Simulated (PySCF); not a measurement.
Excitation energy of Nb by level of theory

Nb [Kr] 4d4 5s1 (6D) → Nb [Kr] 4d3 5s2 (4F), as a difference of total energies. Calculation: PySCF 2.14, in x2c-TZVPPall with one added diffuse shell each of s, p, d, f type (9s7p7d3f1g, 95 functions); the spin-free X2C one-electron Hamiltonian (Gaussian nucleus). Correlated levels: valence and next inner shell: [Ar] 3d10 frozen. The calculations carry no spin-orbit coupling.

| method | excitation energy (cm⁻¹) |
| --- | --- |
| UHF | 5900.6 |
| MP2 (valence and next inner shell) | 4050.8 |
| SCS-MP2 (valence and next inner shell) | -479.42 |
| CCSD (valence and next inner shell) | 2567.6 |
| CCSD(T) (valence and next inner shell) | 1800.8 |

How much does correlation contribute at CCSD(T) (valence and next inner shell)?

1800.8 − (5900.6) = -4099.8 cm⁻¹, measured against UHF.

Errors of the correlated levels include the incompleteness of this basis and the frozen core.

For comparison: 1486.2 cm⁻¹ (measured; NIST levels, between the centres of gravity of the two terms).
